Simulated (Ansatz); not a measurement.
This geometry of C$_{3}$H$_{7}$NOSi (13 atoms, charge 0, multiplicity 1) is a first-order saddle point.

Computed with Ansatz, RKS revPBE-D4/def2-SVP.

```xyz
13
Properties=species:S:1:pos:R:3
C 0.234 -2.040 -0.128
C 0.467 -0.731 -0.337
O 1.714 -0.141 -0.545
Si 1.164 1.450 -0.092
C -0.517 0.461 -0.275
N -1.611 0.396 0.619
H 1.051 -2.775 -0.120
H -0.802 -2.370 0.030
H 1.578 1.817 1.309
H 1.653 2.504 -1.051
H -0.888 0.666 -1.303
H -2.562 0.544 0.305
H -1.460 0.182 1.600
```

Which two structures does it join? (They come from a converged band through this point; their orientation in space is the band's.)

No bond is made or broken. The height of N6 over the plane of its neighbours goes from 0.39 to -0.37 Å.

Initial state:

```xyz
13
Properties=species:S:1:pos:R:3
C 0.095 -2.012 -0.155
C 0.408 -0.715 -0.330
O 1.704 -0.207 -0.477
Si 1.210 1.415 -0.066
C -0.490 0.544 -0.291
N -1.596 0.658 0.634
H 0.871 -2.790 -0.122
H -0.961 -2.302 -0.052
H 1.594 1.796 1.337
H 1.718 2.441 -1.038
H -0.846 0.767 -1.323
H -2.374 0.054 0.337
H -1.312 0.316 1.561
```

Final state:

```xyz
13
Properties=species:S:1:pos:R:3
C 0.242 -2.076 -0.137
C 0.462 -0.764 -0.329
O 1.715 -0.157 -0.472
Si 1.104 1.428 -0.088
C -0.539 0.404 -0.323
N -1.671 0.239 0.561
H 1.075 -2.791 -0.091
H -0.793 -2.428 -0.035
H 1.429 1.846 1.322
H 1.595 2.473 -1.054
H -0.907 0.572 -1.360
H -2.326 1.024 0.479
H -1.365 0.195 1.541
```

How far does it lie above each of them?

0.160 eV above the first and 0.137 eV above the second. This is the barrier of this one path; another mechanism may lie lower.

Run time: 2.1 min on 2 threads of Arm Neoverse V2, with other jobs on the host, peak memory 0.17 GiB.
